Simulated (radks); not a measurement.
Initial-state core-level shifts of the xenon ion Xe+ when its valence configuration changes from [Kr] 4d10 5s2 5p5. All-electron calculation, scalar-relativistic Kohn-Sham, LDA (Slater exchange, Perdew-Wang correlation), spin-polarised, spherical densities, point nucleus; open shells are filled with parallel spins first (spin-orbit coupling, left out, can overturn this in heavy ions). Program: a radial shooting solver on a logarithmic mesh with Libxc functionals. Shifts are changes of the shell-averaged eigenvalues in eV (positive: less bound).

valence,2s,2p,3s,3p
4d9 5s2 5p6,-10.723,-10.687,-10.048,-10.051
4d10 5s1.5 5p5.5,-0.695,-0.690,-0.706,-0.705
4d10 5s1 5p6,-1.383,-1.373,-1.405,-1.403
4d9.5 5s2 5p5.5,-5.331,-5.313,-5.005,-5.006
